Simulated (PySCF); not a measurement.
Job for PySCF: R-MP2/6-31G* on C2H6 (SMILES CC).

```python
from pyscf import gto, scf, dft, mp
from pyscf.data.elements import chemcore

mol = gto.M(
    atom='''
    C    -0.72826133   -0.11053631    3.95544174
    C     0.75180312   -0.27026166    4.28909139
    H    -1.06961206   -0.89413996    3.27611892
    H    -0.92668334    0.85110454    3.47802380
    H    -1.34643699   -0.16372294    4.85373070
    H     0.94871659   -1.23124920    4.76827876
    H     1.09185237    0.51354220    4.96871608
    H     1.36956069   -0.21772359    3.39081475
    ''',
    basis='6-31g*',
    cart=True,
    charge=0, spin=0, verbose=3, max_memory=1800)
mf = scf.RHF(mol)
mf.conv_tol = 1e-8
mf.max_cycle = 100
mf.kernel()
if not mf.converged:
    mf = mf.newton().run(mf.mo_coeff, mf.mo_occ)
pt = mp.MP2(mf, frozen=chemcore(mol)).run()
```

Task: Predict the final total energy.

Result: -79.4947 hartree.
